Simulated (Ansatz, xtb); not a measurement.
**Relaxing a trial structure of FGaH6Si2**

The starting geometry of this gas-phase singlet was built from a drawn formula by distance geometry; its bonds are those of `F[SiH2][GaH][SiH3]`.

```yaml
atoms:
  - { symbol: F, position_ang: [-2.3483, 1.9169, -0.2010] }
  - { symbol: Ga, position_ang: [0.7431, 0.8110, -0.5008] }
  - { symbol: Si, position_ang: [-1.1879, 0.9386, 0.5434] }
  - { symbol: Si, position_ang: [2.0238, -0.7316, 0.5330] }
  - { symbol: H, position_ang: [-1.5963, -0.4570, 0.6900] }
  - { symbol: H, position_ang: [-0.7887, 1.5483, 1.8112] }
  - { symbol: H, position_ang: [1.1561, 1.0691, -1.8545] }
  - { symbol: H, position_ang: [1.8191, -0.4609, 1.9018] }
  - { symbol: H, position_ang: [3.5336, -0.8852, 0.2766] }
  - { symbol: H, position_ang: [1.3614, -1.9500, 0.0671] }
```

Question: Predict what it relaxes into with r2SCAN-D4/def2-SVP.

Answer: It keeps its bonds, and is `F[SiH2][GaH][SiH3]`.

The energy falls by 0.99 eV over 34 steps:

```tsv
step	E − E(last) (eV)
1	0.990
5	0.020
8	0.003
12	0.002
16	0.001
19	0.001
23	0.000
27	0.000
30	0.000
34	0.000
```

Final geometry (Å):

```xyz
10

F    -2.2965    2.1238   -0.3793
Ga    0.6255    0.4528   -0.5476
Si   -1.3712    1.1756    0.5831
Si    2.2463   -0.9641    0.5389
H    -2.2076    0.0088    1.0087
H    -1.0443    1.9622    1.8144
H     0.9015    0.8948   -2.0283
H     1.9055   -1.2801    1.9612
H     3.5962   -0.3139    0.5210
H     2.3605   -2.2606   -0.2051
```

From the same start GFN2-xTB ends elsewhere, differing in F1–Ga2 (1.85 against 3.37 Å here), F1–Si3 (2.53 against 1.64 Å here).

No frequencies were run, so the end isn't proven a minimum. Run with Ansatz 0.2.0, 47 s on 2 threads of Intel(R) Xeon(R) 6975P-C (Granite Rapids), with other jobs on the host.
